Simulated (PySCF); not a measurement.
Job file and geometry (Å, from PBE0-D3(BJ)/def2-SVP) of an NMR shielding run on SMILES C(CC)B(CCC)CCC, C9H21B, GIAO PBE0/pcSseg-1 NMR shielding, non-relativistic, gas phase in PySCF; density fitting, a coarse starting grid and PySCF grid level 2 are the driver's defaults:

```
{"job": {"kind": "nmr", "xc": "PBE0", "basis": "pcSseg-1"}, "charge": 0, "multiplicity": 1}
C     -1.550699    -2.364268     0.437116
C     -0.912638    -1.870583    -0.853848
C     -0.787376    -0.348440    -0.901379
B      0.275949     0.346937     0.041138
C      1.612088    -0.431075     0.375426
C      2.728539     0.291902     1.120085
C      3.963548    -0.565258     1.352777
C      0.096837     1.845178     0.504636
C     -1.300180     2.458656     0.513387
C     -2.193292     1.862100     1.592011
H     -0.964578    -2.060990     1.320255
H     -2.564168    -1.949086     0.561900
H     -1.636172    -3.461655     0.458785
H     -1.511970    -2.228581    -1.708394
H      0.080768    -2.335090    -0.974150
H     -0.428747    -0.039809    -1.907895
H     -1.785322     0.112976    -0.815456
H      1.999478    -0.846076    -0.576816
H      1.317282    -1.340665     0.937399
H      2.349714     0.653491     2.091659
H      3.015085     1.201497     0.563735
H      3.717685    -1.466250     1.938445
H      4.746779    -0.016968     1.899099
H      4.398780    -0.905677     0.399033
H      0.754982     2.398893    -0.199922
H      0.587929     2.000524     1.482328
H     -1.236093     3.550024     0.663099
H     -1.774850     2.324324    -0.473788
H     -3.199633     2.308490     1.585528
H     -2.310947     0.773984     1.460513
H     -1.763936     2.024128     2.594228
```

Task: Write the output of this run.

Result: 
```
coarse grid: 23880 points
cycle   1  E = -379.7778373921  dE =  5.524e-01  |g| = 6.005e-01  |ddm| = 4.603e+00
cycle   2  E = -379.7546130141  dE =  2.322e-02  |g| = 6.829e-01  |ddm| = 1.217e+00
cycle   3  E = -379.8793760470  dE = -1.248e-01  |g| = 3.602e-02  |ddm| = 6.788e-01
cycle   4  E = -379.8796210902  dE = -2.450e-04  |g| = 1.618e-02  |ddm| = 5.602e-02
cycle   5  E = -379.8796814324  dE = -6.034e-05  |g| = 4.403e-03  |ddm| = 1.937e-02
cycle   6  E = -379.8796860084  dE = -4.576e-06  |g| = 7.747e-04  |ddm| = 3.985e-03
final grid: 224896 points
cycle   7  E = -379.9395814340  dE = -1.198e-04  |g| = 1.228e-02  |ddm| = 6.157e-02
cycle   8  E = -379.9395693277  dE =  1.211e-05  |g| = 1.414e-02  |ddm| = 2.313e-02
cycle   9  E = -379.9396212586  dE = -5.193e-05  |g| = 5.157e-04  |ddm| = 1.229e-02
cycle  10  E = -379.9396213147  dE = -5.604e-08  |g| = 2.034e-04  |ddm| = 8.528e-04
cycle  11  E = -379.9396213245  dE = -9.767e-09  |g| = 5.378e-05  |ddm| = 2.404e-04
cycle  12  E = -379.9396213251  dE = -6.692e-10  |g| = 1.030e-05  |ddm| = 5.270e-05
converged SCF energy = -379.9396213251

GIAO shielding tensors (ppm)
atom      isotropic    diamagn.    paramagn.     s11        s22        s33       span
  0 C      165.789     248.781     -82.991    152.483    161.511    183.374     30.891
  1 C      164.173     247.428     -83.254    158.033    163.158    171.329     13.295
  2 C      153.802     255.787    -101.985    131.815    152.647    176.944     45.129
  3 B       10.210     191.210    -181.001    -47.299    -37.344    115.272    162.571
  4 C      152.511     259.203    -106.691    129.874    156.425    171.234     41.360
  5 C      163.430     246.490     -83.060    157.335    163.018    169.937     12.602
  6 C      165.177     242.905     -77.728    151.412    158.718    185.400     33.989
  7 C      153.110     256.235    -103.125    126.349    156.742    176.239     49.890
  8 C      164.222     246.499     -82.277    158.278    162.569    171.820     13.542
  9 C      166.488     248.512     -82.024    153.042    161.727    184.696     31.654
 10 H       30.666      32.766      -2.100     26.809     30.749     34.439      7.630
 11 H       30.466      30.270       0.196     26.524     29.015     35.857      9.333
 12 H       30.187      28.186       2.001     25.818     26.931     37.810     11.992
 13 H       29.752      30.366      -0.614     24.757     27.890     36.609     11.852
 14 H       29.510      33.257      -3.747     25.553     28.814     34.162      8.608
 15 H       30.628      34.192      -3.564     26.043     29.588     36.255     10.212
 16 H       29.421      35.993      -6.572     25.151     28.667     34.444      9.293
 17 H       30.045      36.525      -6.480     24.712     31.498     33.924      9.212
 18 H       30.048      36.598      -6.549     24.789     29.876     35.480     10.691
 19 H       29.843      32.762      -2.919     24.125     30.636     34.768     10.644
 20 H       30.081      32.409      -2.328     24.350     31.020     34.874     10.524
 21 H       30.375      27.814       2.562     26.451     28.731     35.944      9.493
 22 H       30.012      25.157       4.855     25.094     27.431     37.510     12.416
 23 H       30.391      27.735       2.656     26.453     28.459     36.259      9.806
 24 H       30.347      33.883      -3.536     24.803     30.464     35.775     10.972
 25 H       29.591      35.420      -5.830     24.286     29.451     35.035     10.749
 26 H       29.798      29.208       0.589     24.396     28.329     36.668     12.272
 27 H       29.563      32.563      -3.000     26.257     28.307     34.126      7.869
 28 H       30.214      27.820       2.394     25.949     26.829     37.864     11.915
 29 H       30.378      32.980      -2.602     25.280     30.390     35.463     10.183
 30 H       30.607      30.107       0.500     26.910     28.613     36.297      9.387
```

Task: Turn these shieldings into chemical shifts. δ = σ(ref) − σ, references computed at the same level: ¹³C (184.41 ppm) and ¹H (31.27 ppm) against TMS; BF3·OEt2 for ¹¹B (100.73 ppm).

Result: Averaging equivalent atoms: C 2/4/7: 31.3; C 1/5/8: 20.5; C 0/6/9: 18.6; B 3: 90.5; H 13/14/19/20/26/27: 1.51; H 15/16/17/18/24/25: 1.25; H 10/11/12/21/22/23/28/29/30: 0.90 ppm. 

Size and cost of the density-fitted run: 275 basis functions, 66 s wall time on 1 thread of an x86-64 server CPU, shared host.
